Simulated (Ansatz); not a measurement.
Ansatz (a quantum-chemistry and plane-wave program) job for Mo(O)2(OH)(NH2) (H3MoNO3), SMILES [O]=[Mo]([OH])(=[O])[NH2], multiplicity 1, PBE/def2-SVPD. Geometry optimised at B3LYP-D3(BJ)/def2-SVP. A frequency run showed that this geometry is not a minimum. The spin state was assumed, not searched. The def2 effective core potentials stand for the cores of Mo; spin–orbit coupling is left out. One conformer was computed; it need not be the lowest.

Ansatz 0.2 input:
```yaml
crystal:
  periodic: [false, false, false]
  atoms:
    - {symbol: Mo, position_ang: [0.06079962, 0.02043507, 0.00000000]}
    - {symbol: O, position_ang: [1.01812195, 0.17450033, -1.38481662]}
    - {symbol: O, position_ang: [1.01812192, 0.17450034, 1.38481663]}
    - {symbol: O, position_ang: [-1.29482743, 1.33067997, -0.00000002]}
    - {symbol: H, position_ang: [-1.17715526, 2.28981448, -0.00000002]}
    - {symbol: N, position_ang: [-0.78192251, -1.71851936, -0.00000000]}
    - {symbol: H, position_ang: [-0.91715136, -2.27794852, -0.84059721]}
    - {symbol: H, position_ang: [-0.91715137, -2.27794852, 0.84059720]}
basis:
  gaussian:
    orbitals: def2-SVPD
hamiltonian:
  xc: {name: PBE}
```

Log of the run:

```
WARN ansatz: RAYON_NUM_THREADS=1 ignored (pool sized by the plan → 1); use --threads N
Functional definition: PBE
integrals: 0.07 GiB planned
1228 factors; their error is unknown
mean field: 0.53 GiB planned
mean field evaluation 1: about -9499.6089 eV, gradient 1.3e2 eV
mean field evaluation 2: about -9172.1150 eV, gradient 3.5e2 eV
mean field evaluation 4: about -9525.6833 eV, gradient 3.7e1 eV
mean field evaluation 8: about -9528.2762 eV, gradient 9.6e-1 eV
mean field evaluation 16: about -9528.2360 eV, gradient 1.5e-2 eV
mean field -9528.23596912 eV, -350.1562133947 hartree, gradient 3.8e-5 eV, S^2 0.000000; 0 other end points of the search recorded, 0 dependent functions left out
reference -9528.23602303 eV, -350.1562153762 hartree; 24, 24 occupied and 123, 123 virtual orbitals, 1228 factors
Total energy: -9528.23602303 eV, -350.1562153762 hartree
```

The run converged.
